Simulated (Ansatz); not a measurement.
# Ligand exchange: SiH2(OH)(SiH3) + H2O → SiH(OH)2(SiH3) + H2

Species: SiH2(OH)(SiH3) (disilanol), singlet; H2O (water) `O`, singlet; SiH(OH)2(SiH3), singlet; H2 (hydrogen), singlet. The partners trade H for OH: Si–H and H–OH bonds give way to Si–OH and H–H.

Shapes, held fixed at every level: PBE0-D4/def2-TZVP. Flexible molecules stand in one conformer, not always the lowest. Programs: Ansatz 0.2.0. The zero-point and thermal change to 298 K, harmonic and unscaled (PBE0-D4/def2-TZVP), is -10.6 kJ/mol.

```
               level                   kind  ΔH(298 K) (kJ/mol)  less CCSD(T)/CBS estimate  CPU time (sum over the molecules)
       HF/def2-TZVPP           Hartree–Fock               -92.9                       +6.2                                  –
r2SCAN-D4/def2-TZVPP               meta-GGA              -105.0                       -5.9                               15 s
 BHLYP-D4/def2-TZVPP          global hybrid              -102.0                       -2.9                               12 s
   B2PLYP/def2-TZVPP          double hybrid              -101.0                       -1.9                               20 s
      MP2/def2-TZVPP    perturbation theory              -105.4                       -6.3                                  –
    CCSD(T)/def2-SVP  coupled cluster or CI               -87.4                      +11.7                               10 s
  CCSD(T)/def2-TZVPP  coupled cluster or CI               -99.2                       -0.1                               56 s
CCSD(T)/CBS estimate  coupled cluster or CI               -99.1                        0.0                            2.5 min
```

The highest level, CCSD(T)/CBS estimate, gives ΔH(298 K) = -99.1 kJ/mol; the levels span -105.4 to -87.4. The column of differences is taken from that level and isn't an error. No measured value is set beside it here. The CBS estimate extrapolates MP2 from def2-TZVPP and def2-QZVPP and adds CCSD(T) − MP2 in the triple-zeta set, cores frozen; for H2 it overshoots the exact energy by about 1 mEh. Times are processor times on shared x86 and Arm servers, and rough.
